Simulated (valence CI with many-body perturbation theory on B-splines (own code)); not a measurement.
The numbers below are computed, except where a source is named.
Hyperfine factors and g values of Sn XLV

Level of theory: valence CI with perturbative core correlation (CI+MBPT): four valence electrons over a frozen Dirac-Fock core [He], a basis of 11 s, 11 p, 9 d, 7 f, 5 g, 2 h, 1 i functions for each j, with the one-electron correlation potential Σ1 (screened to all orders), the two-electron term Σ2, the three-electron term Σ3, Breit, model QED; selected single and double excitations, second order for the rest (own B-spline code, finite nucleus).

The last digits are not significant, and no measured levels were compared; by estimate large intervals hold to a few tenths of a per cent, small ones and those within an open d or f shell to about a per cent. Among the levels kept, up to 270 cm⁻¹ of a level comes from second order outside the variational space, and about a tenth of that is noise between levels of different J, which matters for small intervals.

A/g_I is the dipole constant over the nuclear g factor μ/I (μ in nuclear magnetons, uniformly magnetised nucleus), B/Q the quadrupole constant per barn. Both hold the static response of the core; the bare values leave it out. Large factors of s and p1/2 electrons are usually good to 5 to 10 %; those of open d and f shells near neutrality can be off by tens of per cent, and small factors of p3/2, d and f electrons come from cancelling terms and can be off by a factor of two or in sign, in half-filled shells by more. B is blank for J = 1/2, where it vanishes, and for nearly pure S terms. Energies count from the lowest level. Levels with J = 0 are left out.

Levels are named by their leading jj configuration (3d3/2^4 stands for four electrons in 3d with j = 3/2), which in mixed levels can hold well under half, so a name can repeat and another be missing. Letters in brackets count levels of one name in rising energy.

```
                     Level  E (eV)      g  A/g_I (MHz)  A/g_I bare  B/Q (MHz/b)  B/Q bare
    (2s^2 2p1/2 2p3/2) J=1   233.5  1.486       -80100      -69000       225000    226000
    (2s^2 2p1/2 2p3/2) J=2   248.2  1.175       549000      552000       374000    375000
    (2s 2p1/2^2 2p3/2) J=2   399.2  1.604      1310000     1300000       371000    371000
    (2s 2p1/2^2 2p3/2) J=1   455.4  1.062      -831000     -805000       309000    310000
        (2s^2 2p3/2^2) J=2   492.8  1.293       245000      251000        74400     74500
(2s 2p1/2 2p3/2^2) J=2 [a]   620.5  1.529       983000      979000       209000    209000
    (2s 2p1/2 2p3/2^2) J=3   652.4  1.317      1190000     1180000        -1150     -1170
(2s 2p1/2 2p3/2^2) J=1 [a]   698.6  1.287      -382000     -362000      -290000   -291000
(2s 2p1/2 2p3/2^2) J=2 [b]   708.7  1.082        -8860        4890      -142000   -142000
(2s 2p1/2 2p3/2^2) J=1 [b]   712.7  1.376      2200000     2180000       127000    127000
     (2p1/2^2 2p3/2^2) J=2   889.1  1.341       218000      231000        65600     65800
          (2s 2p3/2^3) J=2   921.1  1.389      1360000     1340000      -442000   -442000
          (2s 2p3/2^3) J=1   972.8  1.213      -864000     -834000      -144000   -145000
       (2p1/2 2p3/2^3) J=1  1131.1  1.487       -99500      -79600      -223000   -223000
       (2p1/2 2p3/2^3) J=2  1146.7  1.127       552000      556000      -513000   -514000
       (2s^2 2p1/2 3s) J=1  4236.6  1.326      1430000     1420000       -11400    -11400
    (2s^2 2p1/2 3p1/2) J=1  4285.0  0.656       984000      977000        -2650     -2650
    (2s^2 2p1/2 3p3/2) J=1  4360.9  1.606       470000      465000        59100     59200
    (2s^2 2p1/2 3p3/2) J=2  4368.8  1.162       432000      431000       118000    119000
       (2s 2p1/2^2 3s) J=1  4390.4  2.005      2160000     2140000         2210      2210
    (2s^2 2p1/2 3d3/2) J=2  4411.3  0.755       412000      410000        30400     30700
    (2s^2 2p1/2 3d3/2) J=1  4425.6  0.948       314000      308000         8970      9080
    (2s^2 2p1/2 3d5/2) J=2  4440.7  1.282      -216000     -215000        24300     24600
    (2s 2p1/2^2 3p1/2) J=1  4442.0  1.334      1820000     1790000        -6130     -6110
    (2s^2 2p1/2 3d5/2) J=3  4443.5  1.107       266000      264000        13400     13700
       (2s^2 2p3/2 3s) J=2  4489.1  1.485       517000      519000       452000    453000
       (2s^2 2p3/2 3s) J=1  4494.4  1.143       -30200      -18000       238000    238000
    (2s 2p1/2^2 3p3/2) J=2  4518.0  1.554      1160000     1150000       118000    118000
    (2s 2p1/2^2 3p3/2) J=1  4522.4  1.087     -1020000    -1000000        62900     63000
    (2s^2 2p3/2 3p1/2) J=1  4549.5  1.445       204000      213000       224000    225000
    (2s^2 2p3/2 3p1/2) J=2  4552.0  1.180       306000      311000       427000    428000
```

**Question.** Take the isotope of mass number 119, with I = 1/2, μ = -1.0459 μN. What is the hyperfine structure of (2s 2p1/2^2 2p3/2) J=1?

**Answer.** From the table A = 1740000 MHz. Shifts from the centre of gravity in MHz: F = 1/2: -1740000, F = 3/2: 870000.
